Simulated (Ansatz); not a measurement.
Consider the substitution at a C–Si bond: `C=NC[SiH2]C` + `O[SiH](F)[TeH]` → `C[Te][SiH](O)F` + `C=NC[SiH3]`.

Computed with Ansatz on PBE0-D4/def2-TZVP structures; ΔE is electronic, products minus reactants. CCSD(T)/CBS adds triple-zeta CCSD(T) − MP2 to the extrapolated MP2 energy (def2 sets, frozen cores). DFT in def2-TZVPP. def2 core potentials past Kr. For Te outer-core shells are correlated without core-valence functions, which leaves a few kJ/mol of doubt a bond. Each species was taken in one conformer, which may not be the lowest.

```tsv
level	ΔE (kJ/mol)
PBE-D4	43.3
PBE0	46.6
MP2/def2-TZVPP	41.1
HF/CBS(def2)	44.3
```

(1) What does CCSD(T)/CBS give? (Estimate.)

Largest T1 diagnostic among the species: 0.012.

Results:

(1) Ansatz gave: +39.9 kJ/mol. The listed levels differ from it by 3.4, 6.7, 1.2, 4.4 kJ/mol.
